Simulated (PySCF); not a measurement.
Screening by computed properties: pick the candidate that meets the target.

All species are isolated and taken at one optimised geometry, non-relativistic unless stated. Electronic properties by PySCF.

Dipoles, sizes and rotational constants follow the conformer. The torsions of the flexible species, by atom-mapped SMILES:
- `[N:1]#[C:2][CH2:3][SiH2:4][Cl:5]`: C2–C3–Si4–Cl5 -65°
- `[CH3:1][O:2][CH2:3][C:4](=[S:5])[N:6]([CH3:7])[CH3:8]`: C1–O2–C3–C4 70°, O2–C3–C4–S5 -131°, C3–C4–N6–C7 -178°
- `[O:1]=[P@:2]([PH2:3])([c:4]1[cH:5][cH:6][cH:7][o:8]1)[C:9]([F:10])([F:11])[F:12]`: O1–P2–C4–C5 -32°, O1–P2–C9–F10 58°, H–P3–P2–O1 -54°, H–P3–P2–O1 39°
- `[CH3:1]/[C:2]([C:3]#[N:4])=[C:5](\[C:6]#[N:7])[CH2:8][C:9]([F:10])([F:11])[F:12]`: C2–C5–C8–C9 -96°, C5–C8–C9–F10 56°
- `[CH3:1][CH2:2][N:3]([CH3:4])[CH2:5][CH:6]([SiH3:7])[SiH3:8]`: C1–C2–N3–C4 69°, C2–N3–C5–C6 148°, N3–C5–C6–Si7 -159°

(1) Wanted: HOMO–LUMO gap between 5.3 eV and 7 eV (PBE0/pcSseg-1) and dipole moment above 2.2 D (PBE0/pcSseg-1), at GFN2-xTB geometries. Which candidate meets both?
A. `C(/CC(F)(F)F)(=C(\C)C#N)C#N`
B. `O=[P@](P)(c1ccco1)C(F)(F)F`
C. `N#CC[SiH2]Cl`
D. `COCC(=S)N(C)C`
E. `CCN(C)CC([SiH3])[SiH3]`

Results:

(1) B. Computed values:
```csv
species,HOMO–LUMO gap,dipole moment
COCC(=S)N(C)C,5.05 eV,3.86 D
C(/CC(F)(F)F)(=C(\C)C#N)C#N,5.61 eV,2.06 D
O=[P@](P)(c1ccco1)C(F)(F)F,6.28 eV,4.16 D
CCN(C)CC([SiH3])[SiH3],7.32 eV,2.40 D
N#CC[SiH2]Cl,8.91 eV,4.36 D
```
